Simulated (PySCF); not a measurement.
Compound: CH5F2PSi.
InChI=1S/CH5F2PSi/c2-1(3)5-4/h1H,4-5H2

Torsions of this conformer, `[F:1][CH:2]([F:3])[SiH2:4][PH2:5]`: F1–C2–Si4–P5 -59°, H–P5–Si4–C2 68°, H–P5–Si4–C2 162°.

The closed-shell ground state was solved at several levels (PySCF, density fitting, gas phase, non-relativistic). The structure is a single PBE0-D3(BJ)/def2-SVP conformer in the gas phase; no vibrational or solvent corrections.

| level | basis functions | HOMO (eV) | LUMO (eV) | gap (eV) | dipole (D) |
| --- | --- | --- | --- | --- | --- |
| PBE0/STO-3G | 38 | -4.28 | 5.54 | 9.82 | 1.53 |
| BHandHLYP/pcSseg-2 | 264 | -8.84 | 0.59 | 9.43 | 2.36 |
| PBE0/pcSseg-0 | 63 | -7.83 | 0.04 | 7.87 | 3.19 |
| B97-2/pcSseg-2 | 264 | -7.62 | -0.18 | 7.44 | 2.16 |
| PBE0/cc-pVDZ | 103 | -7.73 | 0.31 | 8.04 | 2.02 |
| PBE0/aug-cc-pVDZ | 168 | -7.83 | -0.32 | 7.51 | 2.11 |
| CAM-B3LYP/pcSseg-2 | 264 | -9.12 | 0.73 | 9.85 | 2.29 |
| B97-D/pcSseg-2 | 264 | -6.69 | -0.85 | 5.84 | 1.99 |

(1) Estimate the row for PBE/pcSseg-2, a basis of 264 functions; the other rows only guide the guess.

(2) Over all these levels, which gives the widest orbital gap and which the narrowest?

(3) How much does the basis alone move the frontier levels among the 4 PBE0 rows?

(4) In the pcSseg-2 basis, how does the gap go with the fixed share of exact exchange?

(5) How far do the dipole and the HOMO energy spread over the levels?

Answers

(1) HOMO -6.73 eV, LUMO -0.98 eV, gap 5.75 eV, dipole 1.98 D.

(2) CAM-B3LYP/pcSseg-2 (range-separated hybrid) has the widest, 9.85 eV, and PBE/pcSseg-2 (GGA) the narrowest, 5.75 eV. The two share the basis. From the narrowest to the widest the HOMO moves by -2.39 eV and the LUMO by +1.71 eV.

(3) The HOMO by 3.55 eV and the LUMO by 5.86 eV. By rising basis size (HOMO, LUMO in eV): STO-3G -4.28, 5.54; pcSseg-0 -7.83, 0.04; cc-pVDZ -7.73, 0.31; aug-cc-pVDZ -7.83, -0.32.

(4) PBE (0 %) 5.75 eV; B97-D (0 %) 5.84 eV; B97-2 (21 %) 7.44 eV; BHandHLYP (50 %) 9.43 eV. Each rise in the share widens the gap here.

(5) The dipole runs from 1.53 to 3.19 D (mean 2.18 D) and the HOMO from -9.12 to -4.28 eV.
